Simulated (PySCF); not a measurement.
Compound: C7H10N2O.
Geometry (GFN2-xTB, Å), atoms numbered from 1 in this order:
```xyz
20
C7H10N2O angstrom
C      2.4676   -0.9176   -1.1682
C      2.0139    0.4009   -0.5379
C      0.7484    0.1991    0.2349
C      0.7370   -0.2435    1.5560
N     -0.3909   -0.4405    2.2200
C     -1.5250   -0.2083    1.5837
C     -1.5369    0.2272    0.2599
C     -2.7967    0.4985   -0.5119
O     -2.5409    0.8995   -1.8272
N     -0.3992    0.4271   -0.3950
H      3.3948   -0.7700   -1.7158
H      1.7113   -1.2848   -1.8577
H      2.6324   -1.6714   -0.4013
H      2.7924    0.7735    0.1299
H      1.8336    1.1358   -1.3233
H      1.6521   -0.4391    2.0971
H     -2.4369   -0.3716    2.1405
H     -3.4142   -0.4120   -0.5236
H     -3.3737    1.2811    0.0041
H     -1.5742    0.9267   -1.9200
```

Definitions: NICS(0) = −σiso at the ring centroid; NICS(1) = −σiso and NICS(1)zz = −σzz at ±1 Å along the ring normal z. Level: GIAO PBE0/pcSseg-1 (PySCF, non-relativistic, gas phase) on the GFN2-xTB geometry, one conformer.

Ring bond lengths (Å), with Mayer bond orders in brackets: C3–C4 1.393 (1.33), C4–N5 1.324 (1.46), N5–C6 1.321 (1.48), C6–C7 1.394 (1.31), C7–N10 1.328 (1.44), N10–C3 1.329 (1.45).

**Question.** What do the NICS probes read (ppm)?

**Answer.** 
```json
{"ring": "C3–C4–N5–C6–C7–N10", "type": "6-membered ring with 2 N; formal bonds all aromatic", "NICS(0)": "-5.8", "NICS(1), two faces": "-11.0 / -11.0", "NICS(1)zz, two faces": "-26.9 / -27.5", "rms pucker (Å)": "0.00", "centre to ring atoms, mean (Å)": "1.35"}
```

**Question.** What can be read from them?

**Answer.** 
- C3–C4–N5–C6–C7–N10: mean NICS(1)zz -27.2 ppm, shielded, aromatic by this magnetic criterion (flat ring, no four-coordinate atom). NICS(0) lies 5 ppm above the mean NICS(1).

**Question.** What does the geometric index give? Use HOMA with the parameters of Krygowski (1993).

**Answer.** 
- C3–C4–N5–C6–C7–N10: HOMA 0.99; the largest term is that of N5–C6, α(R − Ropt)² = 0.02. The geometric and the magnetic index point the same way.

**Question.** Give the inner angles of the rings and the Hirshfeld charges of the ring atoms.

**Answer.** 
- C3–C4–N5–C6–C7–N10: C3 119.8° (+0.074 e), C4 122.0° (+0.006 e), N5 117.6° (-0.144 e), C6 121.3° (+0.008 e), C7 120.5° (+0.064 e), N10 118.7° (-0.118 e); sum 720.0° against 720° for a flat convex ring.

**Question.** How shielded are the nuclei of the rings and their hydrogens (means over atoms taken as equivalent)?

**Answer.** 
```
atoms                          environment  σ isotropic (ppm)
   C3          substituted aromatic carbon               23.2
   C4  aromatic CH next to a ring nitrogen               39.5
   N5               pyridine-type nitrogen             -117.9
   C6  aromatic CH next to a ring nitrogen               40.9
   C7          substituted aromatic carbon               27.1
  N10               pyridine-type nitrogen              -70.5
  H16                    aromatic hydrogen              22.94
  H17                    aromatic hydrogen              23.01
```
